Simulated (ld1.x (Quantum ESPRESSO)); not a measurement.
## zinc: variants of one TM potential

Base potential:

ld1.x (Quantum ESPRESSO) 7.5 input, shortened:

```
&input
   title='Zn', zed=30., rel=1, dft='PBESOL', iswitch=3,
   config='[Ar] 3d10 4s2 4p0 4d-2'
 /
 &inputp
   pseudotype=2, tm=.true., lloc=1,
   nlcc=.false.
 /
3
4S  1  0   2.00   0.00  2.05  2.05  0.0
4D  3  2  -2.00   0.05  3.10  3.10  0.0
4P  2  1   0.00   0.00  3.45  3.45  0.0
 &test
   configts(1)='4s2 4p0'
 /
```

Cutoffs, loose and tight: the cutoffs (Ry, on a coarse ladder) from which the occupation-weighted sum of valence levels, in a spherical-Bessel basis at the reference potential, stays within 10 and 1 mRy of its value at 400 Ry. They do not see the model core or the augmentation charge, which bear on the density cutoff. Test errors are all-electron minus pseudo excitation energies from the reference, over the configurations 4s1 4p0; 4s1.5 4p0; 4s1 4p1; 4s0 4p1; 4s0 4p2. A dash means not determined; rows that change the core or the reference have their own tests.

A true bound ghost makes a file unfit for plane-wave use even where its test errors are small: the radial tests pick states by their node count and pass the ghost by.

| change | outcome | cutoff, loose | cutoff, tight | bound ghosts | largest test error (meV) |
| --- | --- | --- | --- | --- | --- |
| base | generated | 10 Ry | 30 Ry | s, d | +128 |
| wave 4s (bound): rc 2.05 bohr becomes 4s (bound): rc 1.34 bohr | generated | 40 Ry | 120 Ry | d, s | +151 |
| wave 4s (bound): rc 2.05 bohr becomes 4s (bound): rc 1.56 bohr | generated | 25 Ry | 55 Ry | s, d | +131 |
| wave 4s (bound): rc 2.05 bohr becomes 4s (bound): rc 1.80 bohr | generated | 12 Ry | 30 Ry | s, d | +131 |
| wave 4s (bound): rc 2.05 bohr becomes 4s (bound): rc 1.96 bohr | generated | 12 Ry | 30 Ry | s, d | +130 |
| wave 4s (bound): rc 2.05 bohr becomes 4s (bound): rc 2.20 bohr | generated | 10 Ry | 30 Ry | d | +123 |
| wave 4s (bound): rc 2.05 bohr becomes 4s (bound): rc 2.48 bohr | generated | 8 Ry | 21 Ry | d | +111 |
| wave 4s (bound): rc 2.05 bohr becomes 4s (bound): rc 2.62 bohr | generated | 8 Ry | 18 Ry | d | +95 |
| wave 4s (bound): rc 2.05 bohr becomes 4s (bound): rc 2.86 bohr | generated | 8 Ry | 15 Ry | d | +72 |
| wave 4s (bound): rc 2.05 bohr becomes 4s (bound): rc 3.08 bohr | generated | 6 Ry | 12 Ry | d | +43 |

Reading the sweep of the s radius (base included, trends over the rows without a ghost): Bound ghosts are found at 1.34, 1.56, 1.8, 1.96, 2.05, 2.2, 2.48, 2.62, 2.86, 3.08 bohr. Every judged row has one, so this setting neither creates nor removes them.
